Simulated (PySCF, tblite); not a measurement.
Isomers of C9H14O, one GFN2-xTB conformer each. Single-point energies are computed at PBE0/pcSseg-1 (PySCF, gas phase, no added dispersion term), electronic only.

Task: Rank them by PBE0/pcSseg-1 energy, lowest first (kJ/mol).
A. `[CH3:1][C:2](=[O:3])[C@@H:4]1[CH2:5][C@H:6]2[CH2:7][CH2:8][C@@H:9]1[CH2:10]2` with C1–C2–C4–C5 -80°
B. `[CH:1]#[C:2][CH2:3][C@@H:4]([CH:5]=[CH2:6])[O:7][CH:8]([CH3:9])[CH3:10]` with C2–C3–C4–C5 62°, C3–C4–C5–C6 -100°, C3–C4–O7–C8 155°, C4–O7–C8–C9 -164°

Result: A (0.0), B (310.9).

As drawn, the lower has a C=O bond, which the higher lacks; the higher has a C≡C bond and a C=C bond outside aromatic rings, which the lower lacks. GFN2-xTB itself gives, in the same order: 0.0, 322.5. Both levels put the same isomer lowest.

Task: Which frontier levels, dipoles and rotational constants go with these structures?

Result: 
```json
{"SMILES": "CC(=O)[C@@H]1C[C@H]2CC[C@@H]1C2", "HOMO (eV, PBE0/pcSseg-1)": "-7.03", "LUMO (eV)": "-0.20", "dipole (D)": "2.69", "A, B, C (MHz)": "2758, 990.2, 938.8"}
{"SMILES": "C#CC[C@@H](C=C)OC(C)C", "HOMO (eV, PBE0/pcSseg-1)": "-7.37", "LUMO (eV)": "0.16", "dipole (D)": "1.23", "A, B, C (MHz)": "2462, 737.5, 601.0"}
```

Task: What happens when harmonic zero-point energies from GFN2-xTB frequencies are added?

Result: 
```
                         SMILES  ZPE (kJ/mol)  electronic (kJ/mol)  with ZPE (kJ/mol)
CC(=O)[C@@H]1C[C@H]2CC[C@@H]1C2         554.3                  0.0                0.0
          C#CC[C@@H](C=C)OC(C)C         530.3                310.9              286.9
```

The zero-point energies span 24.0 kJ/mol. The order is unchanged.
